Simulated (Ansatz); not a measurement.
Cost and result for the atomization energy of `C[SiH2]C(F)F` (11 atoms, 10 bonds).

| atom | x (Å) | y (Å) | z (Å) |
| --- | --- | --- | --- |
| C1 | 0.952 | 1.175 | -0.536 |
| Si2 | 0.551 | -0.418 | 0.345 |
| C3 | -1.325 | -0.784 | 0.154 |
| F4 | -2.057 | 0.262 | 0.652 |
| F5 | -1.676 | -1.898 | 0.863 |
| H6 | 2.010 | 1.422 | -0.426 |
| H7 | 0.365 | 1.997 | -0.122 |
| H8 | 0.733 | 1.101 | -1.604 |
| H9 | 1.276 | -1.573 | -0.247 |
| H10 | 0.831 | -0.340 | 1.800 |
| H11 | -1.659 | -0.943 | -0.879 |

The species carries charge 0 and has multiplicity 1. Geometry: relaxed with PBE0-D4/def2-TZVP. It is one conformer, not always the lowest. Program: Ansatz. All runs use 4 threads of an Intel Xeon on a shared host. Times are those of one run each, without the atoms' runs, and a repeat can differ threefold. Electronic energies, without spin–orbit coupling; frozen cores. CCSD(T)/CBS adds CCSD(T) − MP2 in def2-TZVPP to the MP2 limit, and its time is that of the two runs behind it. T1 = 0.012. B3LYP takes the VWN-RPA correlation (the form of Gaussian; ORCA's B3LYP/G).

CCSD(T)/CBS is a level of theory with its own doubt, some kJ/mol a heavy atom from the limit and from the frozen cores, so smaller differences don't rank the functionals.

```csv
level,functions,wall time,atomization (kJ/mol),difference from CCSD(T)/CBS,per bond
PBE-D4/def2-TZVPP (with forces),250,2 s,4024.0,69.0,6.9
PBE0-D4/def2-TZVPP,250,2.1 s,3950.1,-4.9,-0.5
r2SCAN-D4/def2-TZVPP (with forces),250,3.2 s,3964.9,9.9,1.0
B3LYP-D4/def2-TZVPP (with forces),250,3.3 s,3948.7,-6.3,-0.6
B2PLYP/def2-TZVPP,250,4.1 s,3909.6,-45.4,-4.5
ωB97X-V/def2-TZVPP,250,5.5 s,3972.8,17.8,1.8
ωB97M-V/def2-TZVPP (with forces),250,7.5 s,3966.7,11.7,1.2
MP2/def2-QZVPP,478,16 s,3973.5,18.5,1.9
CCSD(T)/def2-TZVPP,250,82 s,3856.2,-98.8,-9.9
CCSD(T)/CBS(def2),–,98 s,3955.0,0.0,0.0
```

In def2-TZVPP, CCSD(T) changes the Hartree–Fock value by +944.7 kJ/mol (the triples alone add +52.5 kJ/mol) and MP2 by +1003.5 kJ/mol; breaking electron pairs costs correlation energy, which Hartree–Fock lacks. The D4 term adds +30.0 kJ/mol with B3LYP and +15.7 kJ/mol with PBE0; it sums over pairs of atoms, weighted by their polarisabilities, and B3LYP, whose exchange is more repulsive, gets the larger term. From PBE to PBE0 (25 % exact exchange), in def2-TZVPP and without D4, the atomization energy moves by −70.9 kJ/mol: exact exchange takes away binding that semilocal exchange gives to molecules.
